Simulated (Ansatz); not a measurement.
**Molecular dynamics of GaH$_{3}$O**

Input:

```yaml
crystal:
  periodic: [false, false, false]
  atoms:
    - { symbol: O, position_ang: [0.873737, -0.486369, 0.261991] }
    - { symbol: Ga, position_ang: [-0.54382, 0.684646, -0.580764] }
    - { symbol: H, position_ang: [0.747216, -1.075762, 1.022409] }
    - { symbol: H, position_ang: [-1.818619, -0.118572, -1.105955] }
    - { symbol: H, position_ang: [0.791386, 0.922457, 0.360919] }
basis:
  gaussian: { orbitals: def2-TZVP }
hamiltonian:
  xc: b3lyp
  dispersion: d4
md:
  timestep: 0.5
  n_steps: 200
  ensemble: nve
  temperature: 300.0
  initial_velocities: maxwell_boltzmann
  seed: 3696
```

Launched with:

```bash
$ ansatz run input.yaml --threads 2 --pin off --max-ram 3072MiB --backend cpu --events-out ev --progress --plain --runs-dir out
```

It starts at the highest image of a converged band. Of that band: The profile has 2 maxima (images 1, 4) with wells between them (image 2): this band takes more than one step, which may be the mechanism or a detour left from its start path. Neighbouring images differ by up to 1.7 eV, so the band resolves the path poorly. A vibrational analysis at the climbing image gives one clearly imaginary mode, 1431i cm⁻¹: a first-order saddle point.

Output, in part (step lines, the closing report, with atoms numbered from 0):

```
md step     0: t =     0.00 fs  T =   300.0 K  F+E_penalty+E_count = -54474.29291908 eV  E_kin = 0.116334 eV  conserved = -54474.17658508 eV  (27 SCF iters)
md step     1: t =     0.50 fs  T =   300.9 K  F+E_penalty+E_count = -54474.29325863 eV  E_kin = 0.116694 eV  conserved = -54474.17656462 eV  (32 SCF iters)
md step     2: t =     1.00 fs  T =   304.3 K  F+E_penalty+E_count = -54474.29452067 eV  E_kin = 0.117992 eV  conserved = -54474.17652911 eV  (32 SCF iters)
md step     3: t =     1.50 fs  T =   311.4 K  F+E_penalty+E_count = -54474.29722714 eV  E_kin = 0.120739 eV  conserved = -54474.17648818 eV  (32 SCF iters)
md step     4: t =     2.00 fs  T =   323.8 K  F+E_penalty+E_count = -54474.30199767 eV  E_kin = 0.125548 eV  conserved = -54474.17644988 eV  (32 SCF iters)
md step     5: t =     2.50 fs  T =   343.0 K  F+E_penalty+E_count = -54474.30942989 eV  E_kin = 0.133015 eV  conserved = -54474.17641520 eV  (31 SCF iters)
md step     6: t =     3.00 fs  T =   370.6 K  F+E_penalty+E_count = -54474.32008783 eV  E_kin = 0.143712 eV  conserved = -54474.17637608 eV  (32 SCF iters)
[... lines left out ...]
Total energy: -54475.38603306 eV, -2001.9335119721 hartree
Atom 0 at     2.244054    -1.547676     1.120832 Å, force    -0.790167     1.234145     0.733770 eV/Å
Atom 1 at    -0.907147     0.960718    -0.810716 Å, force    -0.177341    -0.414678     0.185529 eV/Å
Atom 2 at     1.633667    -0.897088     1.607222 Å, force     1.816705    -1.273012    -1.061991 eV/Å
Atom 3 at    -1.687377    -0.435741    -0.108941 Å, force     0.206132     0.394097    -0.175608 eV/Å
Atom 4 at     3.155169    -1.189751     1.053260 Å, force    -1.055329     0.059448     0.318300 eV/Å
Dipole moment:     0.195891     0.470999     0.075758 e Å
```

The steps, from the saved trajectory:

```json
{"time (fs)": "0.0", "T (K)": "300", "potential energy less start (eV)": "0.000", "conserved less start (meV/atom)": "0.00"}
{"time (fs)": "3.0", "T (K)": "371", "potential energy less start (eV)": "-0.027", "conserved less start (meV/atom)": "0.04"}
{"time (fs)": "6.0", "T (K)": "880", "potential energy less start (eV)": "-0.224", "conserved less start (meV/atom)": "0.17"}
{"time (fs)": "9.0", "T (K)": "1797", "potential energy less start (eV)": "-0.587", "conserved less start (meV/atom)": "-1.24"}
{"time (fs)": "12.0", "T (K)": "2449", "potential energy less start (eV)": "-0.842", "conserved less start (meV/atom)": "-1.64"}
{"time (fs)": "15.0", "T (K)": "1576", "potential energy less start (eV)": "-0.493", "conserved less start (meV/atom)": "0.33"}
{"time (fs)": "18.0", "T (K)": "3207", "potential energy less start (eV)": "-1.134", "conserved less start (meV/atom)": "-1.39"}
{"time (fs)": "21.0", "T (K)": "3011", "potential energy less start (eV)": "-1.055", "conserved less start (meV/atom)": "-0.83"}
{"time (fs)": "24.0", "T (K)": "2520", "potential energy less start (eV)": "-0.859", "conserved less start (meV/atom)": "0.32"}
{"time (fs)": "27.0", "T (K)": "3704", "potential energy less start (eV)": "-1.326", "conserved less start (meV/atom)": "-1.17"}
{"time (fs)": "30.0", "T (K)": "3139", "potential energy less start (eV)": "-1.102", "conserved less start (meV/atom)": "-0.17"}
{"time (fs)": "33.0", "T (K)": "2631", "potential energy less start (eV)": "-0.903", "conserved less start (meV/atom)": "0.19"}
{"time (fs)": "36.0", "T (K)": "3253", "potential energy less start (eV)": "-1.149", "conserved less start (meV/atom)": "-0.72"}
{"time (fs)": "39.0", "T (K)": "2676", "potential energy less start (eV)": "-0.917", "conserved less start (meV/atom)": "0.80"}
{"time (fs)": "42.0", "T (K)": "2629", "potential energy less start (eV)": "-0.902", "conserved less start (meV/atom)": "0.13"}
{"time (fs)": "45.0", "T (K)": "3211", "potential energy less start (eV)": "-1.132", "conserved less start (meV/atom)": "-0.67"}
{"time (fs)": "48.0", "T (K)": "2867", "potential energy less start (eV)": "-0.992", "conserved less start (meV/atom)": "0.68"}
{"time (fs)": "51.0", "T (K)": "2881", "potential energy less start (eV)": "-1.001", "conserved less start (meV/atom)": "0.00"}
{"time (fs)": "54.0", "T (K)": "3261", "potential energy less start (eV)": "-1.150", "conserved less start (meV/atom)": "-0.38"}
{"time (fs)": "57.0", "T (K)": "2938", "potential energy less start (eV)": "-1.017", "conserved less start (meV/atom)": "1.27"}
{"time (fs)": "60.0", "T (K)": "2917", "potential energy less start (eV)": "-1.015", "conserved less start (meV/atom)": "-0.05"}
{"time (fs)": "63.0", "T (K)": "2795", "potential energy less start (eV)": "-0.969", "conserved less start (meV/atom)": "-0.34"}
{"time (fs)": "66.0", "T (K)": "2345", "potential energy less start (eV)": "-0.788", "conserved less start (meV/atom)": "1.09"}
{"time (fs)": "69.0", "T (K)": "2413", "potential energy less start (eV)": "-0.820", "conserved less start (meV/atom)": "-0.15"}
{"time (fs)": "72.0", "T (K)": "2335", "potential energy less start (eV)": "-0.790", "conserved less start (meV/atom)": "-0.14"}
{"time (fs)": "75.0", "T (K)": "2168", "potential energy less start (eV)": "-0.718", "conserved less start (meV/atom)": "1.27"}
{"time (fs)": "78.0", "T (K)": "2677", "potential energy less start (eV)": "-0.924", "conserved less start (meV/atom)": "-0.38"}
{"time (fs)": "81.0", "T (K)": "2436", "potential energy less start (eV)": "-0.829", "conserved less start (meV/atom)": "-0.14"}
{"time (fs)": "84.0", "T (K)": "2205", "potential energy less start (eV)": "-0.733", "conserved less start (meV/atom)": "1.14"}
{"time (fs)": "87.0", "T (K)": "2776", "potential energy less start (eV)": "-0.963", "conserved less start (meV/atom)": "-0.52"}
{"time (fs)": "90.0", "T (K)": "2466", "potential energy less start (eV)": "-0.840", "conserved less start (meV/atom)": "-0.11"}
{"time (fs)": "93.0", "T (K)": "2093", "potential energy less start (eV)": "-0.690", "conserved less start (meV/atom)": "1.11"}
{"time (fs)": "96.0", "T (K)": "2934", "potential energy less start (eV)": "-1.025", "conserved less start (meV/atom)": "-0.75"}
{"time (fs)": "99.0", "T (K)": "2569", "potential energy less start (eV)": "-0.880", "conserved less start (meV/atom)": "-0.02"}
```

All steps were run. The conserved energy stayed within 2.1 meV per atom of its start (net change -1.4 meV per atom), so the integration is sound. The system heated up, since it started high on the potential surface and ran downhill. A run of 0.1 ps of so small a system gives no equilibrium averages. The orbitals stay closed-shell, which can raise the energy where a bond breaks towards radicals; this wasn't checked here.

The step under study would form O1–H5 and break Ga2–H5. These pairs go: O1–H5 1.41 → 0.98 Å, Ga2–H5 1.65 → 4.96 Å. In the last frame they stand as after the step (other bonds may differ from the relaxed reactants and products). Also parted: O1–Ga2 2.02 → 4.47 Å. It ends as GaH + H2O. Pairs count as bonded within 1.25 times the sum of covalent radii (0.12 Å more for H–H).

Last frame:

```xyz
5
Properties=species:S:1:pos:R:3
O 2.244 -1.548 1.121
Ga -0.907 0.961 -0.811
H 1.634 -0.897 1.607
H -1.687 -0.436 -0.109
H 3.155 -1.190 1.053
```

Time of the run: 3.6 min on 2 threads of Arm Neoverse V1, on a shared host, peak memory 0.15 GiB.
